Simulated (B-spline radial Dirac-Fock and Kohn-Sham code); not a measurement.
# Tc³⁺: input and output of one calculation

ΔSCF core binding energies without Breit or QED terms, calculated with an atomic code on a B-spline grid. Keys: rel is the Hamiltonian (dirac, or spin-free x2c and nr, where L3 and M5 stand for the whole 2p and 3d shells), method is hf or an exchange,correlation pair (spin-unpolarised, also for the hole states), nuc the nuclear model, radius_factor scales its radius, rmax is the box in bohr, h the logarithmic mesh step, order the B-spline order, points the quadrature points per cell, c_factor scales the speed of light, and damp, ndamp, maxit and tol steer the iteration. The run stops when the commutator error falls below 10·tol·max(1, Z/10), or the numerical noise floor, and the energy has settled to about 1e-8 Ha; the virial ratio is −V/T.

Input (task.json):

```json
{"items": [{"Z": 43, "q": 3, "cfg": [[1, 0, 2], [2, 0, 2], [2, 1, 6], [3, 0, 2], [3, 1, 6], [3, 2, 10], [4, 0, 2], [4, 1, 6], [4, 2, 4]], "A": 97, "rrms": 4.4112, "do": "settings", "holes": ["K", "L3", "M5"],
  "settings": [{"rel": "dirac", "method": "hf", "nuc": "fermi", "radius_factor": 1.0, "rmax": 45.0, "h": 0.3, "order": 8, "points": 10, "c_factor": 1.0, "maxit": 60, "damp": 0.5, "ndamp": 3, "tol": 1e-08}]}]}
```

Command: `python xray2_run.py task.json out`

Ground-state iterations:

```
iter   energy (Ha)        error
   1    -4275.51027731  1.52e+00
   2    -4280.92407679  2.96e-01
   3    -4282.26353758  8.07e-02
   4    -4282.37524277  2.34e-02
   5    -4282.38457394  9.55e-03
   6    -4282.38638864  1.55e-03
   7    -4282.38641424  1.48e-04
   8    -4282.38641458  3.28e-05
   9    -4282.38641459  1.34e-06
  10    -4282.38641459  1.24e-07
```

The ground state converged in 10 iterations, with total energy -4282.38641 Ha, virial ratio 1.96248 and highest orbital energy -41.40 eV. ΔSCF binding energies: K (1s) 21148.6 eV, L3 (2p3/2) 2728.3 eV, M5 (3d5/2) 298.8 eV.
